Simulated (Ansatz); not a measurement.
`[AlH2][N]1[CH2][AlH]1` + `BN` → `B[NH][AlH2]` + `[CH2]1[NH][AlH]1` at 600 K and 1 bar (ligand exchange at the Al–N bond).

Calculated with Ansatz (gas phase, PBE0-D4/def2-TZVP geometries, no zero-point term in ΔE). CCSD(T)/CBS is the MP2 limit (def2-TZVPP, def2-QZVPP) plus CCSD(T) − MP2 in def2-TZVPP, frozen cores. This one scheme is used for every species.

```tsv
species	CCSD(T)/CBS energy (Eh)	H − E (kJ/mol)	S (J/(mol·K))
`[AlH2][N]1[CH2][AlH]1`	-579.76217	192.5	413.5
`BN`	-81.93499	155.9	270.2
`B[NH][AlH2]`	-324.56557	181.5	358.2
`[CH2]1[NH][AlH]1`	-337.12157	164.8	328.5
```

H − E and S are ideal-gas, rigid-rotor, harmonic terms from PBE0-D4/def2-TZVP. 1 Eh = 2625.50 kJ/mol, R = 8.31446 J/(mol·K).

Task: By hand: ΔE, ΔH, ΔS and ΔG.

Result: ΔE = (-324.56557) + (-337.12157) − (-579.76217) − (-81.93499) = 0.01002 Eh = 26.3 kJ/mol. Δ(H − E) = 181.5 + 164.8 − 192.5 − 155.9 = -2.1, so ΔH = 24.2 kJ/mol. ΔS = 358.2 + 328.5 − 413.5 − 270.2 = 3.0 J/(mol·K). ΔG = 24.2 − 600 × (3.0)/1000 = 22.4 kJ/mol.

Task: By hand: the equilibrium constant, and the temperature at which ΔG would vanish if ΔH and ΔS stayed fixed.

Result: log₁₀ K = −ΔG/(RT ln 10) = -2.0. ΔG = 0 at ΔH/ΔS = 8067 K, far beyond where these terms or the molecules hold.

The number of gas molecules stays the same, so ΔS is small and ΔH decides. A doubt of 5 kJ/mol in ΔE shifts log₁₀ K by 0.4 here. These are equilibria of isolated gas molecules and say nothing of rates. Largest T1 diagnostic: 0.015 (customary marks: 0.02 for closed shells, 0.045 for open ones).
